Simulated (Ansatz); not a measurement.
`CBC=[Se]` + HCl → `CBCl` + `C=[Se]` at 700 K and 1 bar (ligand exchange at a B–C bond).

Calculated with Ansatz (gas phase, PBE0-D4/def2-TZVP geometries, no zero-point term in ΔE). CCSD(T)/CBS adds triple-zeta CCSD(T) − MP2 to the extrapolated MP2 energy (def2 sets, frozen cores). This one scheme is used for every species. For Se outer-core shells are correlated without core-valence functions, which leaves a few kJ/mol of doubt a bond. Scalar relativity is left out up to krypton. One conformer a species, not always the lowest.

```csv
species,CCSD(T)/CBS energy (Eh),H − E (kJ/mol),S (J/(mol·K))
`CBC=[Se]`,-2504.57879,232.6,422.6
HCl,-460.38127,38.4,211.8
`CBCl`,-525.07110,179.3,357.9
`C=[Se]`,-2439.91603,93.4,283.7
```

H − E and S are ideal-gas, rigid-rotor, harmonic terms from PBE0-D4/def2-TZVP, for one conformer and one mirror image of each species. 1 Eh = 2625.50 kJ/mol, R = 8.31446 J/(mol·K).

Problem. By hand: ΔE, ΔH, ΔS and ΔG.

Solution. ΔE = (-525.07110) + (-2439.91603) − (-2504.57879) − (-460.38127) = -0.02707 Eh = -71.1 kJ/mol. Δ(H − E) = 179.3 + 93.4 − 232.6 − 38.4 = 1.7, so ΔH = -69.4 kJ/mol. ΔS = 357.9 + 283.7 − 422.6 − 211.8 = 7.2 J/(mol·K). ΔG = -69.4 − 700 × (7.2)/1000 = -74.4 kJ/mol.

Problem. By hand: the equilibrium constant, and the temperature at which ΔG would vanish if ΔH and ΔS stayed fixed.

Solution. log₁₀ K = −ΔG/(RT ln 10) = 5.6. ΔH and −TΔS have one sign here, so there is no such temperature.

The number of gas molecules stays the same, so ΔS is small and ΔH decides. A doubt of 5 kJ/mol in ΔE shifts log₁₀ K by 0.4 here. Other conformers and mirror images would add mixing entropy, several J/(mol·K) or more a flexible species. Modes under 60 cm⁻¹, often nearly free rotors, make the harmonic entropy too high. These are equilibria of isolated gas molecules and say nothing of rates. Largest T1 diagnostic: 0.018 (customary marks: 0.02 for closed shells, 0.045 for open ones).

ΔS is within the doubt of such terms, so its sign, and with it that verdict, could turn.
